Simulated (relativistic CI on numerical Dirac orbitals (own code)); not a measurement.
# Ge10+: computed level list

Method of calculation: Dirac-Coulomb-Breit CI, KLI orbitals optimised for each configuration, model QED (radiative potential, 1s self-energy scaled to tabulated hydrogen-like ionisation energies), unscaled Slater integrals (own radial code, finite nucleus).

Configurations in the expansion (outside the closed core [Ne]): 3s2 3p6 3d4, 3s2 3p5 3d5, 3s 3p6 3d5, 3s2 3p6 3d3 4s, 3s2 3p6 3d3 4p, 3s2 3p6 3d3 4d, 3s2 3p6 3d2 4s 4p, 3s2 3p6 3d3 4f, 3s2 3p6 3d3 5s, 3s2 3p5 3d4 4s, 3p6 3d6, 3p5 3d7, 3s2 3p6 3d2 4s2, 3s2 3p6 3d 4s2 4p, 3s2 3p6 3d 4s2 4d, 3s2 3p6 3d 4s2 4f, 3s2 3p6 3d2 4p2, 3s2 3p6 3d 4s 4p2, 3s2 3p6 3d 4p3, 3s2 3p6 3d 4p2 4d, 3s2 3p6 3d 4p2 4f. Double excitations out of closed p, d and f shells are left out; levels of such configurations are missing from the list, as are those of other unlisted configurations, and high levels can miss mixing partners. These lack a partner that the ground configuration has and come out too high: 3s2 3p5 3d4 4s.

The lowest level is 3s2 3p6 3d4 5D_0, with 98 % of that term; Hund's rules for 3s2 3p6 3d4 give 5D with J = 0, in agreement.

| No. | Configuration | Term | J | E (cm⁻¹) | % | Landé g | Lifetime (s) |
| --- | --- | --- | --- | --- | --- | --- | --- |
| 1 | 3s2 3p6 3d4 | 5D | 0 | 0 | 98 |  |  |
| 2 | 3s2 3p6 3d4 | 5D | 1 | 828 | 99 | 1.500 | 3.31e+01 |
| 3 | 3s2 3p6 3d4 | 5D | 2 | 2278 | 99 | 1.499 | 5.86e+00 |
| 4 | 3s2 3p6 3d4 | 5D | 3 | 4152 | 99 | 1.498 | 3.31e+00 |
| 5 | 3s2 3p6 3d4 | 5D | 4 | 6311 | 99 | 1.497 | 3.70e+00 |
| 6 | 3s2 3p6 3d4 | 3P | 0 | 44941 | 94 |  | 1.44e-02 |
| 7 | 3s2 3p6 3d4 | 3H | 4 | 46484 | 87 | 0.837 | 4.91e-01 |
| 8 | 3s2 3p6 3d4 | 3H | 5 | 48406 | 94 | 1.042 | 5.31e+00 |
| 9 | 3s2 3p6 3d4 | 3P | 1 | 49744 | 98 | 1.491 | 1.74e-02 |
| 10 | 3s2 3p6 3d4 | 3H | 6 | 49984 | 98 | 1.162 | 1.22e+01 |
| 11 | 3s2 3p6 3d4 | 3F | 3 | 52452 | 72 | 0.992 | 3.66e-02 |
| 12 | 3s2 3p6 3d4 | 3F | 2 | 52885 | 98 | 0.671 | 5.62e-02 |
| 13 | 3s2 3p6 3d4 | 3F | 4 | 53450 | 75 | 1.181 | 2.60e-02 |
| 14 | 3s2 3p6 3d4 | 3P | 2 | 56366 | 96 | 1.489 | 2.90e-02 |
| 15 | 3s2 3p6 3d4 | 3G | 3 | 58896 | 72 | 0.842 | 7.75e-02 |
| 16 | 3s2 3p6 3d4 | 3G | 4 | 59857 | 77 | 1.071 | 1.31e-01 |
| 17 | 3s2 3p6 3d4 | 3G | 5 | 61171 | 94 | 1.189 | 1.44e-01 |
| 18 | 3s2 3p6 3d4 | 3D | 3 | 71815 | 98 | 1.329 | 3.47e-02 |
| 19 | 3s2 3p6 3d4 | 1I | 6 | 71917 | 98 | 1.002 | 7.98e-02 |
| 20 | 3s2 3p6 3d4 | 3D | 2 | 72520 | 93 | 1.167 | 3.49e-02 |
| 21 | 3s2 3p6 3d4 | 3D | 1 | 73507 | 99 | 0.509 | 2.90e-02 |
| 22 | 3s2 3p6 3d4 | 1G | 4 | 73933 | 88 | 1.010 | 2.23e-02 |
| 23 | 3s2 3p6 3d4 | 1S | 0 | 80721 | 95 |  | 1.54e-02 |
| 24 | 3s2 3p6 3d4 | 1D | 2 | 92149 | 94 | 1.005 | 1.78e-02 |
| 25 | 3s2 3p6 3d4 | 1F | 3 | 102397 | 96 | 1.003 | 3.44e-02 |
| 26 | 3s2 3p6 3d4 | 3P | 2 | 120089 | 98 | 1.493 | 1.81e-02 |
| 27 | 3s2 3p6 3d4 | 3F | 4 | 121636 | 98 | 1.246 | 1.36e-02 |
| 28 | 3s2 3p6 3d4 | 3F | 2 | 122280 | 99 | 0.670 | 1.27e-02 |
| 29 | 3s2 3p6 3d4 | 3F | 3 | 122757 | 97 | 1.080 | 1.71e-02 |
| 30 | 3s2 3p6 3d4 | 3P | 1 | 124969 | 100 | 1.499 | 1.41e-02 |
| 31 | 3s2 3p6 3d4 | 3P | 0 | 127354 | 99 |  | 1.73e-02 |
| 32 | 3s2 3p6 3d4 | 1G | 4 | 138430 | 98 | 1.002 | 1.23e-02 |
| 33 | 3s2 3p6 3d4 | 1D | 2 | 182034 | 99 | 0.999 | 5.15e-03 |
| 34 | 3s2 3p6 3d4 | 1S | 0 | 236453 | 99 |  | 2.49e-03 |
| 35 | 3p5 3d5(6S) | 7P° | 4 | 599734 | 100 | 1.749 | 8.99e-07 |
| 36 | 3p5 3d5(6S) | 7P° | 3 | 613807 | 95 | 1.905 | 3.98e-09 |
| 37 | 3p5 3d5(6S) | 7P° | 2 | 626934 | 93 | 2.298 | 3.61e-09 |
| 38 | 3p5 3d5(4D) | 5P° | 1 | 661372 | 99 | 2.491 | 1.17e-08 |
| 39 | 3p5 3d5(4G) | 5G° | 6 | 666511 | 92 | 1.323 | 2.30e-08 |
| 40 | 3p5 3d5(4G) | 5G° | 5 | 668925 | 91 | 1.255 | 4.46e-09 |
| 41 | 3p5 3d5(4D) | 5P° | 2 | 669032 | 90 | 1.857 | 2.72e-09 |
| 42 | 3p5 3d5(4G) | 5G° | 4 | 671358 | 91 | 1.140 | 2.50e-09 |
| 43 | 3p5 3d5(4G) | 5G° | 3 | 673603 | 90 | 0.919 | 1.89e-09 |
| 44 | 3p5 3d5(4G) | 5G° | 2 | 675495 | 91 | 0.363 | 1.77e-09 |
| 45 | 3p5 3d5(4D) | 5P° | 3 | 676925 | 91 | 1.663 | 1.10e-09 |
| 46 | 3p5 3d5(4P) | 5D° | 4 | 677073 | 85 | 1.476 | 3.87e-10 |
| 47 | 3p5 3d5(4D) | 5F° | 5 | 684235 | 98 | 1.397 | 1.90e-10 |
| 48 | 3p5 3d5(4P) | 5S° | 2 | 684667 | 90 | 1.964 | 1.81e-09 |
| 49 | 3p5 3d5(4P) | 5D° | 3 | 685088 | 77 | 1.458 | 2.05e-10 |
| 50 | 3p5 3d5(4G) | 5H° | 7 | 688335 | 99 | 1.284 | 1.86e-06 |
| 51 | 3p5 3d5(4D) | 5F° | 4 | 692300 | 79 | 1.365 | 1.43e-10 |
| 52 | 3p5 3d5(4P) | 5D° | 2 | 692867 | 77 | 1.425 | 1.50e-10 |
| 53 | 3p5 3d5(4G) | 5H° | 6 | 697449 | 89 | 1.217 | 1.47e-09 |
| 54 | 3p5 3d5(4D) | 5F° | 3 | 698686 | 73 | 1.283 | 1.12e-10 |
| 55 | 3p5 3d5(4P) | 5D° | 1 | 699508 | 83 | 1.377 | 1.25e-10 |
| 56 | 3p5 3d5(4P) | 5D° | 0 | 703627 | 91 |  | 1.26e-10 |
| 57 | 3p5 3d5(4D) | 5F° | 2 | 703925 | 75 | 1.059 | 8.65e-11 |
| 58 | 3p5 3d5(4G) | 5H° | 5 | 704499 | 84 | 1.105 | 7.98e-10 |
| 59 | 3p5 3d5(2F) | 3F° | 4 | 705625 | 87 | 1.218 | 4.97e-10 |
| 60 | 3p5 3d5(4D) | 5F° | 1 | 708277 | 87 | 0.154 | 6.33e-11 |
| 61 | 3p5 3d5(4G) | 5H° | 4 | 710705 | 76 | 0.936 | 5.83e-10 |
| 62 | 3p5 3d5(2F) | 3F° | 3 | 712187 | 82 | 1.038 | 3.61e-10 |
| 63 | 3p5 3d5(2F) | 3F° | 2 | 715697 | 59 | 0.859 | 4.11e-10 |
| 64 | 3p5 3d5(4G) | 5H° | 3 | 717009 | 84 | 0.571 | 9.40e-10 |
| 65 | 3p5 3d5(2D) | 3P° | 1 | 719494 | 83 | 1.397 | 2.15e-10 |
| 66 | 3p5 3d5(2D) | 3P° | 0 | 719589 | 92 |  | 1.63e-10 |
| 67 | 3p5 3d5(2D) | 3P° | 2 | 721956 | 43 | 1.167 | 2.10e-10 |
| 68 | 3p5 3d5(2D) | 3F° | 4 | 723701 | 83 | 1.244 | 3.93e-10 |
| 69 | 3p5 3d5(2G) | 3F° | 2 | 723901 | 74 | 0.824 | 3.30e-10 |
| 70 | 3p5 3d5(2G) | 3F° | 3 | 723914 | 78 | 1.126 | 2.46e-10 |

Energies count from the lowest computed level; ° marks odd parity; lifetimes are radiative, by E1, M1, E2, M2, E3 decay to levels of this space only. Percentages are summed over parent terms; the parents shown are those of the largest component, closed shells are left out there.

The mean weight of the leading LS term, summed over parents, in these 70 levels is 89 %, and that of the leading jj configuration (from the same eigenvectors) 47 %, so LS coupling describes them better.

At this charge energies of transitions that change n are usually good to better than 1 %, and those within a shell (Δn = 0) to a few per cent. Terms inside the open d or f shell come out 10 to 20 % too wide with unscaled integrals.

Landé's interval rule says that E(J) − E(J−1) = AJ with one A. For the ground term the intervals give A = 828.3, 724.7, 624.6, 539.8 cm⁻¹ for J = 1, 2, 3, 4; the multiplet is regular.
